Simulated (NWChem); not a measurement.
Species: SiH2ICl; SMILES Cl[SiH2]I

Computed with NWChem. The geometry was optimised at PBE0/def2-SVP. def2 effective core potentials on I; no spin-orbit coupling. Ions are spin-unrestricted doublets at the neutral geometry; other ion states weren't tried. Functional: LC-ωPBE (HJS hole) with def2-SVP; rows give the range parameter ω in 1/bohr.

| range parameter (1/bohr) | vertical ionisation energy, ΔSCF (eV) | −ε(HOMO) (eV) | ΔSCF minus −ε(HOMO) (eV) |
|---|---|---|---|
| 0.05 | 9.83 | 7.44 | 2.39 |
| 0.20 | 10.09 | 9.27 | 0.82 |
| 0.30 | 10.22 | 10.03 | 0.19 |
| 0.35 | (withheld) | (withheld) | (withheld) |
| 0.60 | 10.43 | 11.09 | -0.66 |

**Question.** Some entries are withheld; supply them.

**Answer.** 
- 0.35, vertical ionisation energy, ΔSCF (eV): 10.27
- 0.35, −ε(HOMO) (eV): 10.31
- 0.35, ΔSCF minus −ε(HOMO) (eV): -0.04
